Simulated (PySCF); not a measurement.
Compound: C6H10FO (doublet state).
Geometry (GFN2-xTB, Å), atoms numbered from 1 in this order:
```xyz
18
C6H10FO angstrom
C      2.9585    0.9084    1.3336
C      2.2086    0.3001    0.2287
O      0.9149   -0.0618    0.6504
C      0.1631   -0.7023   -0.3459
C     -1.2335   -0.9899    0.2206
F     -1.8636   -1.8791   -0.6256
C     -2.0280    0.2697    0.3804
C     -3.1726    0.5168   -0.2260
H      3.9615    1.2441    1.1692
H      2.5025    0.9996    2.2962
H      2.7404   -0.5944   -0.1618
H      2.1410    0.9988   -0.6329
H      0.6307   -1.6552   -0.6419
H      0.0742   -0.0690   -1.2429
H     -1.1245   -1.5008    1.1873
H     -1.5543    0.9833    1.0383
H     -3.6986    1.4448   -0.0847
H     -3.6290   -0.2067   -0.8806
```

The hyperfine couplings belong to this conformer and change with its torsions.

The species is `[CH2]COC[C@H](F)C=C` [radical].

Method used: UKS B3LYP, pcH-1 on C F H O, non-relativistic, mean-field spin-orbit, GIAO in PySCF 2.14.0. One conformer (not necessarily the lowest) at the GFN2-xTB geometry, without solvent, vibrations or thermal averaging. Couplings are sensitive to structure, and on GFN2-xTB geometries they can be far from those on DFT ones. The SCF solution wasn't tested for stability.

(1) Match the computed a_iso(13C) values +87.4, -39.3, -1.4 MHz with the sites C1; C2; C4.

Answers

(1) 
```csv
site,a_iso (MHz),ρ(0) (bohr⁻³),position,distance from C1 (Å),spin population,largest |T| (MHz)
C1,+87.4,+0.0777,largest spin population,0.00,+1.08,164.4
C2,-39.3,-0.0349,1 bond from C1,1.47,-0.09,2.5
C4,-1.4,-0.0012,3 bonds from C1,3.64,0.00,0.5
```

ρ(0) is the spin density at the nucleus and T the dipolar tensor; entries for several nuclei are means. The largest Mulliken spin populations are on C1 (+1.08) and C2 (-0.09). No atom but C1 exceeds +0.15. The positive populations add up to 1.18 and the negative ones to -0.18, together 2S = 1. The angles at C1 add up to 360.0°, so it is planar; its axial dipolar tensor and the negative couplings of its protons fit spin in a p orbital normal to that plane.

Nuclei that the bonding pattern makes equivalent are averaged, as if the motion that swaps them (rotation, inversion, ring flip) were fast.

Hardware: an Arm Neoverse V1 with one thread, no GPU, on a shared host. Cost: 83 s wall (with the writing of density and orbital grids), 0.96 GiB resident at most.
